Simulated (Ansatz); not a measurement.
Two members of one family (Oligo(dimethylsilane)), computed with Ansatz in the gas phase. The two geometries come from different levels. Binding counts from free atoms in the multiplicity of their measured ground term, without zero-point energy. The structures are stationary points that may keep the symmetry of their start.

First: C20H60Si9 (singlet, charge 0, PBE-D4/def2-SVP geometry).

Cartesian coordinates in Å:
```
C -1.256 4.555 -1.809
Si -2.212 3.685 -3.203
C -3.217 4.991 -4.159
C -3.416 2.424 -2.445
Si -0.753 2.643 -4.736
C -1.797 2.147 -6.264
C 0.568 3.898 -5.308
Si 0.271 0.662 -3.961
C -1.087 -0.610 -3.542
C 1.283 -0.036 -5.430
Si 1.788 0.989 -2.171
C 2.360 2.814 -2.121
C 3.346 -0.063 -2.525
Si 1.034 0.400 -0.006
C 2.510 0.828 1.136
C -0.472 1.437 0.543
Si 0.484 -1.887 0.242
C -1.375 -2.185 -0.080
C 1.488 -2.979 -0.965
Si 0.937 -2.635 2.440
C 2.808 -2.551 2.816
C 0.411 -4.475 2.508
Si -0.271 -1.453 4.092
C -2.086 -1.178 3.560
C 0.525 0.247 4.455
Si -0.277 -2.712 6.091
C 1.472 -3.333 6.506
C -0.893 -1.612 7.517
C -1.451 -4.200 5.925
H -0.696 3.822 -1.195
H -1.951 5.101 -1.139
H -0.529 5.289 -2.217
H -3.918 5.525 -3.483
H -2.551 5.747 -4.624
H -3.814 4.524 -4.969
H -2.878 1.690 -1.809
H -4.171 2.932 -1.810
H -3.957 1.857 -3.230
H -2.282 3.038 -6.716
H -2.595 1.428 -5.990
H -1.163 1.674 -7.043
H 1.170 4.270 -4.455
H 1.263 3.437 -6.041
H 0.089 4.772 -5.798
H -1.713 -0.269 -2.694
H -0.644 -1.591 -3.271
H -1.754 -0.767 -4.417
H 1.773 -0.994 -5.155
H 2.077 0.670 -5.746
H 0.627 -0.226 -6.305
H 3.104 2.966 -1.312
H 2.838 3.099 -3.081
H 1.511 3.504 -1.943
H 3.105 -1.141 -2.612
H 3.823 0.257 -3.475
H 4.094 0.056 -1.713
H 3.405 0.228 0.874
H 2.264 0.630 2.199
H 2.779 1.901 1.042
H -0.805 1.141 1.560
H -1.330 1.302 -0.146
H -0.222 2.518 0.571
H -2.002 -1.556 0.583
H -1.646 -1.959 -1.130
H -1.632 -3.247 0.117
H 1.242 -4.051 -0.820
H 2.578 -2.854 -0.811
H 1.259 -2.717 -2.020
H 3.382 -3.128 2.061
H 3.027 -2.981 3.815
H 3.181 -1.508 2.803
H 0.911 -5.056 1.705
H 0.690 -4.932 3.480
H -0.685 -4.588 2.380
H -2.675 -0.733 4.389
H -2.151 -0.491 2.691
H -2.569 -2.135 3.275
H 0.467 0.922 3.577
H 0.003 0.745 5.299
H 1.593 0.140 4.733
H 2.194 -2.493 6.566
H 1.840 -4.040 5.734
H 1.484 -3.862 7.483
H -0.932 -2.181 8.470
H -1.912 -1.225 7.312
H -0.224 -0.740 7.670
H -1.483 -4.785 6.869
H -1.130 -4.883 5.112
H -2.484 -3.867 5.698
```

| level | HOMO (eV) | LUMO (eV) | gap (eV) | binding per atom (eV) |
| --- | --- | --- | --- | --- |
| PBE-D4/def2-SVP | -5.07 | -0.66 | 4.41 | 4.00 |
| PBE0-D4/def2-SVP | -6.09 | 0.04 | 6.12 | 3.98 |

Second: C22H66Si10 (singlet, charge 0, r2SCAN-D4/def2-SVP geometry).

Cartesian coordinates in Å:
```
C 6.774 1.367 -5.766
Si 5.467 0.399 -4.793
C 3.984 0.086 -5.925
C 6.227 -1.267 -4.312
Si 4.913 1.688 -2.887
C 6.036 1.161 -1.442
C 5.305 3.508 -3.297
Si 2.653 1.613 -2.207
C 2.408 3.028 -0.956
C 1.517 1.919 -3.698
Si 2.190 -0.431 -1.134
C 2.977 -0.395 0.594
C 3.023 -1.844 -2.105
Si -0.103 -0.986 -1.069
C -0.273 -2.638 -0.139
C -0.626 -1.300 -2.877
Si -1.658 0.579 -0.226
C -1.645 2.124 -1.339
C -3.376 -0.219 -0.425
Si -1.446 1.299 2.010
C 0.360 1.686 2.465
C -2.427 2.926 2.147
Si -2.204 -0.224 3.648
C -1.560 0.460 5.307
C -1.383 -1.922 3.402
Si -4.557 -0.441 3.842
C -5.510 0.828 2.798
C -5.001 -0.112 5.667
Si -5.348 -2.611 3.353
C -4.598 -3.863 4.558
C -4.979 -3.172 1.584
C -7.227 -2.603 3.596
H 7.098 0.800 -6.656
H 7.668 1.565 -5.152
H 6.385 2.339 -6.109
H 3.506 1.028 -6.240
H 3.217 -0.526 -5.424
H 4.300 -0.450 -6.836
H 7.080 -1.141 -3.625
H 6.597 -1.787 -5.212
H 5.496 -1.932 -3.824
H 7.099 1.311 -1.696
H 5.900 0.097 -1.192
H 5.823 1.750 -0.533
H 5.126 4.157 -2.424
H 4.680 3.879 -4.125
H 6.361 3.628 -3.595
H 2.585 4.009 -1.429
H 1.382 3.033 -0.549
H 3.102 2.935 -0.104
H 1.805 2.842 -4.230
H 0.469 2.031 -3.376
H 1.563 1.089 -4.421
H 2.738 -1.310 1.163
H 2.629 0.469 1.181
H 4.074 -0.326 0.515
H 4.119 -1.715 -2.086
H 2.795 -2.829 -1.665
H 2.706 -1.861 -3.160
H 0.084 -2.562 0.900
H -1.325 -2.971 -0.110
H 0.312 -3.426 -0.642
H -0.552 -0.387 -3.488
H 0.018 -2.067 -3.340
H -1.667 -1.663 -2.932
H -0.689 2.670 -1.287
H -2.446 2.820 -1.039
H -1.820 1.848 -2.393
H -4.169 0.523 -0.227
H -3.527 -0.599 -1.450
H -3.518 -1.059 0.273
H 0.851 2.313 1.701
H 0.406 2.228 3.425
H 0.951 0.762 2.573
H -3.457 2.813 1.771
H -2.486 3.272 3.193
H -1.939 3.720 1.558
H -1.870 -0.181 6.148
H -1.939 1.477 5.506
H -0.458 0.507 5.307
H -0.290 -1.816 3.295
H -1.571 -2.572 4.272
H -1.760 -2.437 2.504
H -5.292 0.719 1.723
H -6.596 0.701 2.938
H -5.253 1.859 3.094
H -6.091 -0.181 5.823
H -4.518 -0.838 6.342
H -4.681 0.897 5.977
H -4.772 -3.568 5.606
H -5.054 -4.858 4.414
H -3.512 -3.969 4.414
H -3.896 -3.232 1.391
H -5.406 -4.173 1.404
H -5.415 -2.485 0.840
H -7.499 -2.304 4.621
H -7.648 -3.608 3.418
H -7.723 -1.904 2.901
```

Question: What does the change do? Estimate second minus first.

Answer: 
```json
{"level": "PBE-D4/def2-SVP", "Δ HOMO (eV)": "-0.08", "Δ LUMO (eV)": "0.01", "Δ gap (eV)": "0.09", "Δ binding per atom (eV)": "0.00"}
{"level": "PBE0-D4/def2-SVP", "Δ HOMO (eV)": "-0.10", "Δ LUMO (eV)": "0.01", "Δ gap (eV)": "0.11", "Δ binding per atom (eV)": "0.00"}
```
